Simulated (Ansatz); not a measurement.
Consider the formal exchange of groups at a Ge–C bond: `Cl[SiH2][CH2][GeH3]` + `[OH][GeH3]` → `[OH][GeH2][GeH3]` + `C[SiH2]Cl`.

Calculated with Ansatz (gas phase, PBE0-D4/def2-TZVP geometries, no zero-point term in ΔE). CCSD(T)/CBS is the MP2 limit (def2-TZVPP, def2-QZVPP) plus CCSD(T) − MP2 in def2-TZVPP, frozen cores. DFT in def2-TZVPP. For Ge outer-core shells are correlated without core-valence functions, which leaves a few kJ/mol of doubt a bond. Scalar relativity is left out up to krypton. Each species was taken in one conformer, which may not be the lowest.

| level | ΔE (kcal/mol) |
| --- | --- |
| LDA (SPW92) | -10.7 |
| CAM-B3LYP-D4 | -9.6 |
| HF/CBS(def2) | -8.5 |
| MP2/CBS(def2) | -7.7 |

Task: What does CCSD(T)/CBS give? (Best estimate.)

Result: Computed: -8.4 kcal/mol. The listed levels differ from it by -2.3, -1.2, -0.1, 0.7 kcal/mol.

Largest T1 diagnostic among the species: 0.012.

Leaving LDA and LC-ωPBE aside and taking each functional with its dispersion term where it has one, the values, not all of them listed here, spread over 2.4 kcal/mol, from PBE-D4 to B97M-V. LDA lies +1.2 kcal/mol from PBE without D4. From PBE to PBE0 (25 % exact exchange), in def2-TZVPP and without D4, ΔE moves by +0.9 kcal/mol. The D4 term adds +0.8 kcal/mol with B3LYP and +0.5 kcal/mol with PBE0; it sums over pairs of atoms, weighted by their polarisabilities, and B3LYP, whose exchange is more repulsive, gets the larger term.

CCSD(T)/CBS has its own doubt, a few kJ/mol and more with outer-core shells, so smaller differences from it don't rank the levels.

B3LYP here is the variant with VWN-RPA as its local correlation; programs differ in this.
